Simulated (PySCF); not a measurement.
C2H5FSe, SMILES CC[Se]F. Atoms are numbered in the order given.

```xyz
9

Se     0.0942     0.2477     0.7058
F      1.3150     0.8278    -0.4471
C     -0.5737    -1.1554    -0.4454
C     -1.1208    -0.6447    -1.7624
H     -1.3459    -1.6483     0.1713
H      0.2411    -1.8811    -0.5878
H     -0.3451    -0.0837    -2.3028
H     -1.9793     0.0249    -1.6069
H     -1.4421    -1.4846    -2.3987
```
Charge 0, spin multiplicity 1.

The structure is a stationary point at PBE0-D3(BJ)/def2-SVP. The structure was generated by enumeration, and PubChem lists no compound with its InChIKey, so it may never have been made. Other conformers were not sampled.

Computed with PySCF with PBE0/pcSseg-1.

GIAO shieldings, no solvent; atoms listed in one row are averaged. δ = σ(ref) − σ: ⁷⁷Se against Me2Se (σ = 1740.1 ppm); ¹⁹F against CFCl3 (σ = 167.2 ppm); ¹³C against TMS (σ = 186.3 ppm); ¹H against TMS (σ = 31.56 ppm), references at their B3LYP-D3(BJ)/def2-TZVP geometries, non-relativistic.

Computed chemical shifts:
| nucleus | atoms | count | δ (ppm) |
|---|---|---|---|
| ⁷⁷Se | Se1 | 1 | 2195.8 |
| ¹⁹F | F2 | 1 | -482.1 |
| ¹³C | C3 | 1 | 46.4 |
| ¹³C | C4 | 1 | 17.0 |
| ¹H | H6 | 1 | 4.76 |
| ¹H | H5 | 1 | 2.78 |
| ¹H | H7, H8, H9 | 3 | 2.03 |
